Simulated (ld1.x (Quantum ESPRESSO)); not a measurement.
# Logarithmic derivatives: Lu, TM

ld1.x (Quantum ESPRESSO) 7.5 input, shortened:

```
&input
   title='Lu', zed=71., rel=0, dft='PZ', iswitch=3,
   config='[Xe] 4f14 5d1 6s1.75 6p0.25'
 /
 &inputp
   pseudotype=2, tm=.true., lloc=-1, rcloc=3.85,
   nlcc=.false.
 /
4
6S  1  0   1.75   0.00  2.60  2.60  0.0
6P  2  1   0.25   0.00  4.20  4.20  0.0
5D  3  2   1.00   0.00  2.70  2.70  0.0
4F  4  3  14.00   0.00  0.75  0.75  0.0
 &test
   configts(1)='4f14 5d1 6s1.75 6p0.25'
 /
```

The phase is arctan(r·u′/u) with u = r·R(r), unwrapped; energies in Ry, scanned from -3 to 5 Ry. A pole is an energy at which the radial function vanishes at the test radius. The pseudo phase is shifted by a multiple of π to meet the all-electron one at the reference energy, and phase errors are pseudo minus all-electron; the curves can meet again beyond the range given. Levels narrower than the energy grid can be missing from the lists of poles.

For each channel, where are the poles, and over which energies does the pseudopotential scatter like the atom?

```
channel  radius (bohr)  reference energy (Ry)  poles, all-electron      poles, pseudo  unbroken range about the reference energy with phases within 0.05 rad  phase error 1 Ry above the reference energy (rad)
      s           4.57                  -0.32           0.05, 2.69   0.04, 1.05, 3.22                                                              below 0.5                                             -0.276
      p           4.57                  -0.12    -2.25, 0.54, 3.32   0.49, 1.90, 4.52                                                            -2.2 to 0.8                                             -0.072
      d           4.57                  -0.23    -0.14, 1.63, 4.66        -0.14, 1.77                                                              below 0.4                                             +0.147
      f           4.57                  -1.16    -1.15, 1.34, 3.55  -1.15, 1.56, 4.42                                                              below 0.3                                             +0.003
```

A Bessel basis up to 400 Ry misses an occupied level by 0.11 Ry, so cutoffs and ghosts were not judged.

Phases in the s channel:

```csv
E (Ry),all-electron,pseudo
-3.00,1.435,1.435
-2.76,1.428,1.428
-2.52,1.420,1.420
-2.28,1.410,1.410
-2.04,1.398,1.398
-1.80,1.383,1.383
-1.56,1.363,1.363
-1.32,1.334,1.334
-1.08,1.288,1.288
-0.84,1.200,1.199
-0.60,0.932,0.929
-0.36,-0.669,-0.670
-0.12,-1.439,-1.441
0.12,-1.605,-1.613
0.36,-1.700,-1.727
0.60,-1.798,-1.928
0.84,-1.963,-4.097
1.08,-2.462,-4.739
1.32,-3.850,-4.935
1.56,-4.373,-5.351
1.80,-4.532,-6.963
2.04,-4.609,-7.537
2.28,-4.657,-7.685
2.52,-4.692,-7.755
2.76,-4.721,-7.798
3.00,-4.748,-7.830
3.24,-4.776,-7.856
3.48,-4.808,-7.880
3.72,-4.851,-7.905
3.96,-4.921,-7.934
4.20,-5.070,-7.972
4.44,-5.624,-8.031
4.68,-7.131,-8.157
4.92,-7.549,-8.637
```
